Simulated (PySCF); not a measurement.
Compound: hexafluorophosphate, PF6 (charge -1).
InChI=1S/F6P/c1-7(2,3,4,5)6/q-1

The closed-shell ground state was solved at several levels (PySCF, density fitting, gas phase, non-relativistic). Geometry: PBE0-D3(BJ)/def2-SVP; no solvent, vibrations or thermal averaging. The geometry's basis has no diffuse functions, a weakness for an anion. Where the HOMO energy is positive, the finite basis confines the outermost electrons. No diffuse functions stand in 6-31G, 6-31G*, STO-3G and pcSseg-2, which bears on an anion's orbital energies.

```tsv
level	basis functions	HOMO (eV)	LUMO (eV)	gap (eV)
PBE/pcSseg-2	259	-3.36	5.73	9.09
PBE0/STO-3G	39	2.65	14.92	12.27
PBE0/6-31G*	102	-4.65	8.24	12.89
PBE0/6-31G	67	-5.47	6.16	11.63
LC-wPBE/pcSseg-2	259	-8.41	9.46	17.87
```

Q: What might PBE0/6-311+G(2d,p) (197 basis functions) give for the same quantities?

A: HOMO -5.60 eV, LUMO 4.50 eV, gap 10.10 eV.

Q: Over all these levels, which gives the widest orbital gap and which the narrowest?

A: LC-wPBE/pcSseg-2 (range-separated hybrid) has the widest, 17.87 eV, and PBE/pcSseg-2 (GGA) the narrowest, 9.09 eV. The two share the basis. From the narrowest to the widest the HOMO moves by -5.05 eV and the LUMO by +3.73 eV.

Q: How much does the basis alone move the frontier levels among the 4 PBE0 rows (the withheld one included)?

A: The HOMO by 8.25 eV and the LUMO by 10.42 eV. By rising basis size (HOMO, LUMO in eV): STO-3G 2.65, 14.92; 6-31G -5.47, 6.16; 6-31G* -4.65, 8.24; 6-311+G(2d,p) -5.60, 4.50.
